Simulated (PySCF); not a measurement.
C4H6F2Si (SMILES C=C[Si](F)(F)C=C), singlet, geometry from GFN2-xTB; PBE/6-31G, polarisability (PySCF).

Input for PySCF:
```python
from pyscf import gto, scf, dft
from pyscf.prop import polarizability

mol = gto.M(
    atom='''
C    -2.596625    0.692465    0.652674
C    -1.364818    1.068121    0.338611
Si   -0.003601   -0.102017   -0.201054
F     0.605673    0.390955   -1.604391
F    -0.645410   -1.516621   -0.614054
C     1.389203   -0.377358    1.022734
C     2.623897    0.080099    0.869885
H    -2.899942   -0.340830    0.612114
H    -3.355437    1.397791    0.953946
H    -1.116200    2.120881    0.398171
H     1.157622   -0.947474    1.914362
H     2.910971    0.653258    0.003615
H     3.401096   -0.104359    1.595132
''',
    basis='6-31g',
    charge=0,
    spin=0,
    verbose=4,
)

mf = dft.RKS(mol)
mf.xc = 'pbe'
mf.kernel()
alpha = mf.Polarizability().polarizability()[2, 2]
print('alpha_zz =', alpha)
```

Output, abridged:

```
site-packages/pyscf/prop/efg/rhf.py:45: UserWarning: Module EFG is under testing
  warnings.warn('Module EFG is under testing')
site-packages/pyscf/prop/efg/dhf.py:30: UserWarning: Module EFG is under testing
  warnings.warn('Module EFG is under testing')
site-packages/pyscf/prop/zfs/uhf.py:40: UserWarning: Module ZFS is under testing
  warnings.warn('Module ZFS is under testing')
site-packages/pyscf/prop/gtensor/uhf.py:43: UserWarning: Module g-tensor is under testing
  warnings.warn('Module g-tensor is under testing')
site-packages/pyscf/prop/gtensor/uks.py:41: UserWarning: Module g-tensor is under testing
  warnings.warn('Module g-tensor is under testing')
site-packages/pyscf/prop/hfc/uks.py:35: UserWarning: Module HFC is under testing
  warnings.warn('Module HFC is under testing')
site-packages/pyscf/prop/magnetizability/rhf.py:39: UserWarning: Module magnetizability is under testing
  warnings.warn('Module magnetizability is under testing')
site-packages/pyscf/prop/magnetizability/uhf.py:37: UserWarning: Module magnetizability is under testing
  warnings.warn('Module magnetizability is under testing')
site-packages/pyscf/prop/magnetizability/rks.py:37: UserWarning: Module magnetizability is under testing
  warnings.warn('Module magnetizability is under testing')
site-packages/pyscf/prop/magnetizability/uks.py:39: UserWarning: Module magnetizability is under testing
  warnings.warn('Module magnetizability is under testing')
site-packages/pyscf/prop/polarizability/uhf.py:34: UserWarning: Module polarizability is under testing
  warnings.warn('Module polarizability is under testing')
site-packages/pyscf/prop/polarizability/rks.py:29: UserWarning: Module polarizability is under testing
  warnings.warn('Module polarizability is under testing')
site-packages/pyscf/prop/polarizability/uks.py:29: UserWarning: Module polarizability is under testing
  warnings.warn('Module polarizability is under testing')
PySCF version 2.14.0

[INPUT] verbose = 4
[INPUT] num. atoms = 13
[INPUT] num. electrons = 62
[INPUT] charge = 0
[INPUT] spin (= nelec alpha-beta = 2S) = 0
[INPUT] symmetry False subgroup None
[INPUT] Mole.unit = angstrom
[INPUT] Symbol           X                Y                Z      unit          X                Y                Z       unit  Magmom
[INPUT]  1 C     -2.596625000000   0.692465000000   0.652674000000 AA   -4.906910098199   1.308569200847   1.233375108624 Bohr   0.0
[INPUT]  2 C     -1.364818000000   1.068121000000   0.338611000000 AA   -2.579132229877   2.018456157897   0.639882052765 Bohr   0.0
[INPUT]  3 Si    -0.003601000000  -0.102017000000  -0.201054000000 AA   -0.006804903775  -0.192784190050  -0.379936996248 Bohr   0.0
[INPUT]  4 F      0.605673000000   0.390955000000  -1.604391000000 AA    1.144556091044   0.738797877029  -3.031859586717 Bohr   0.0
[INPUT]  5 F     -0.645410000000  -1.516621000000  -0.614054000000 AA   -1.219648138056  -2.865998324764  -1.160393885694 Bohr   0.0
[INPUT]  6 C      1.389203000000  -0.377358000000   1.022734000000 AA    2.625213201424  -0.713103270914   1.932687158281 Bohr   0.0
[INPUT]  7 C      2.623897000000   0.080099000000   0.869885000000 AA    4.958446709068   0.151365172852   1.643844409867 Bohr   0.0
[INPUT]  8 H     -2.899942000000  -0.340830000000   0.612114000000 AA   -5.480096157123  -0.644075355036   1.156727817012 Bohr   0.0
[INPUT]  9 H     -3.355437000000   1.397791000000   0.953946000000 AA   -6.340856958232   2.641442169382   1.802696677624 Bohr   0.0
[INPUT] 10 H     -1.116200000000   2.120881000000   0.398171000000 AA   -2.109312300240   4.007884232794   0.752434140744 Bohr   0.0
[INPUT] 11 H      1.157622000000  -0.947474000000   1.914362000000 AA    2.187588535771  -1.790466370146   3.617619883275 Bohr   0.0
[INPUT] 12 H      2.910971000000   0.653258000000   0.003615000000 AA    5.500937946551   1.234478708681   0.006831359940 Bohr   0.0
[INPUT] 13 H      3.401096000000  -0.104359000000   1.595132000000 AA    6.427139963354  -0.197209928633   3.014362612530 Bohr   0.0

nuclear repulsion = 366.010895231885
number of shells = 49
number of NR pGTOs = 202
number of NR cGTOs = 79
basis = 6-31g
ecp = {}

******** <class 'pyscf.dft.rks.RKS'> ********
method = RKS
initial guess = minao
damping factor = 0
level_shift factor = 0
DIIS = <class 'pyscf.scf.diis.CDIIS'>
diis_start_cycle = 1
diis_space = 8
diis_damp = 0
SCF conv_tol = 1e-09
SCF conv_tol_grad = None
SCF max_cycles = 50
direct_scf = True
direct_scf_tol = 1e-13
XC library pyscf.dft.libxc version 7.1.2
    S. Lehtola, C. Steigemann, M. J. T. Oliveira, and M. A. L. Marques,  SoftwareX 7, 1–5 (2018)
XC functionals = pbe
    J. P. Perdew, K. Burke, and M. Ernzerhof,  Phys. Rev. Lett. 77, 3865 (1996)
    J. P. Perdew, K. Burke, and M. Ernzerhof,  Phys. Rev. Lett. 78, 1396 (1997)
    J. P. Perdew, K. Burke, and M. Ernzerhof,  Phys. Rev. Lett. 77, 3865 (1996)
    J. P. Perdew, K. Burke, and M. Ernzerhof,  Phys. Rev. Lett. 78, 1396 (1997)
radial grids:
    Treutler-Ahlrichs [JCP 102, 346 (1995); DOI:10.1063/1.469408] (M4) radial grids

becke partition: Becke, JCP 88, 2547 (1988); DOI:10.1063/1.454033
pruning grids: <function nwchem_prune>
grids dens level: 3
symmetrized grids: False
atomic radii adjust function: <function treutler_atomic_radii_adjust>
small_rho_cutoff = 0
Set gradient conv threshold to 3.16228e-05
Initial guess from minao.
tot grids = 163024
init E= -645.184524936762
  HOMO = -0.324498829424948  LUMO = -0.120757939955623  gap/eV = 5.54407
cycle= 1 E= -644.411117950433  delta_E= 0.773  |g|= 0.932  |ddm|= 3.44
  HOMO = -0.180175465857569  LUMO = -0.0162047918593173  gap/eV = 4.46187
cycle= 2 E= -644.050873671451  delta_E= 0.36  |g|= 1.73  |ddm|= 2.57
  HOMO = -0.238012070557381  LUMO = -0.0496883679500373  gap/eV = 5.12455
cycle= 3 E= -644.580684008978  delta_E= -0.53  |g|= 0.23  |ddm|= 1.75
  HOMO = -0.262334272295445  LUMO = -0.0670431787847912  gap/eV = 5.31414
cycle= 4 E= -644.593797505624  delta_E= -0.0131  |g|= 0.0526  |ddm|= 0.28
  HOMO = -0.261047109161617  LUMO = -0.0668092031989937  gap/eV = 5.28548
cycle= 5 E= -644.59376957042  delta_E= 2.79e-05  |g|= 0.0516  |ddm|= 0.0841
  HOMO = -0.260002909591111  LUMO = -0.0656976447596223  gap/eV = 5.28732
cycle= 6 E= -644.594539567321  delta_E= -0.00077  |g|= 0.00311  |ddm|= 0.0464
  HOMO = -0.259877651034361  LUMO = -0.0656004333474056  gap/eV = 5.28655
cycle= 7 E= -644.594541679465  delta_E= -2.11e-06  |g|= 0.000323  |ddm|= 0.00412
  HOMO = -0.259862005553716  LUMO = -0.0655815079757176  gap/eV = 5.28664
cycle= 8 E= -644.59454170991  delta_E= -3.04e-08  |g|= 5.52e-05  |ddm|= 0.000607
  HOMO = -0.259868851889161  LUMO = -0.0655889870467685  gap/eV = 5.28662
cycle= 9 E= -644.594541710906  delta_E= -9.96e-10  |g|= 6.15e-06  |ddm|= 0.000111
  HOMO = -0.259869050786062  LUMO = -0.065589161456564  gap/eV = 5.28663
Extra cycle  E= -644.594541710902  delta_E= 4.55e-12  |g|= 7.77e-06  |ddm|= 2.33e-05
converged SCF energy = -644.594541710902
Isotropic polarizability 58.4997579114
Polarizability anisotropy 44.1322097973
alpha_zz = 42.113860091193445
```
